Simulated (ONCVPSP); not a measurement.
An all-electron radial function and its pseudo partner (S (Z = 16))

Columns: radius, all-electron u(r) and pseudo u(r) of the 3p shell (level -27.98 eV) of sulfur in the configuration [Ne] 3s2 3p2; PBE, scalar-relativistic, ONCV scheme, ONCVPSP 4.0.1.

```tsv
r (bohr)	all-electron	pseudo
0.080	-0.1416	0.0059
0.160	-0.3098	0.0237
0.240	-0.3835	0.0531
0.320	-0.3645	0.0933
0.400	-0.2813	0.1426
0.480	-0.1613	0.1991
0.560	-0.0249	0.2612
0.640	0.1138	0.3274
0.720	0.2459	0.3960
0.800	0.3662	0.4647
0.880	0.4720	0.5309
0.960	0.5624	0.5925
1.040	0.6375	0.6482
1.120	0.6979	0.6976
1.200	0.7442	0.7398
1.280	0.7773	0.7733
1.360	0.7985	0.7965
1.440	0.8093	0.8087
1.520	0.8109	0.8108
1.600	0.8046	0.8046
1.680	0.7919	0.7918
1.760	0.7737	0.7737
1.840	0.7512	0.7512
1.920	0.7254	0.7254
2.000	0.6971	0.6971
2.080	0.6670	0.6670
```

Question: How many radial nodes do the two functions have?

Answer: The all-electron 3p function has n − l − 1 = 1; the pseudo-wave has 0, since the states of the same l below it are removed with the core.

Question: At about which radius was the pseudo-wave matched?

Answer: 1.60 bohr, where the columns begin to agree (steps of 0.08 bohr).

Question: Is the pseudo-wave norm-conserving?

Answer: Yes: the ONCV scheme keeps the norm inside the radius equal to the all-electron one, which fixes the energy derivative of the logarithmic derivative at the level.
